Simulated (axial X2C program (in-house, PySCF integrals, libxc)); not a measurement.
## Spin–orbit effects down a group: molecules with Te, HF

All values come from calculations with an in-house all-electron X2C program for linear molecules (integrals from PySCF), spin-free (one-electron X2C) or two-component (2c: spin–orbit coupling with atomic mean-field Coulomb and Gaunt terms, which also bring small scalar terms), in Dyall basis sets with cores contracted in-house; open shells are unrestricted.

Basis sets: C dyall-v3z, Ge dyall-cv3z, Si dyall-v3z, Te dyall-cv3z.

| molecule | spin-free state | Re (Å) | ωe (cm⁻¹) | De (eV) | 2c state | Re 2c (Å) | ωe 2c (cm⁻¹) | De 2c (eV) |
| --- | --- | --- | --- | --- | --- | --- | --- | --- |
| TeC | M_S = 0, Λ = 0 | 1.867 | 960.0 | 1.42 | Ω = 0 | 1.871 | 946.2 | n/a |
| SiTe | M_S = 0, Λ = 0 | 2.257 | 524.7 | 2.35 | Ω = 0 | 2.260 | 519.6 | n/a |
| GeTe | M_S = 0, Λ = 0 | 2.323 | 351.4 | 2.07 | Ω = 0 | 2.328 | 347.4 | n/a |

**Question.** Work out the shifts from the spin-free to the two-component result.

**Answer.** 

```
molecule  2c state  ΔRe (Å)  Δωe (cm⁻¹)  ΔDe (eV)
     TeC     Ω = 0    0.004       -13.8       n/a
    SiTe     Ω = 0    0.003        -5.1       n/a
    GeTe     Ω = 0    0.005        -4.0       n/a
```

Shifts of one unit in the last digit are rounding.

Each entry is the lowest single determinant of a limited PBE0 search at one distance. De goes to single-determinant-based atoms at the same level (for ions the charge split of lowest energy) and is withheld (n/a) where an atom does not fit its ground term or J level. Main or longest-lived isotopes.
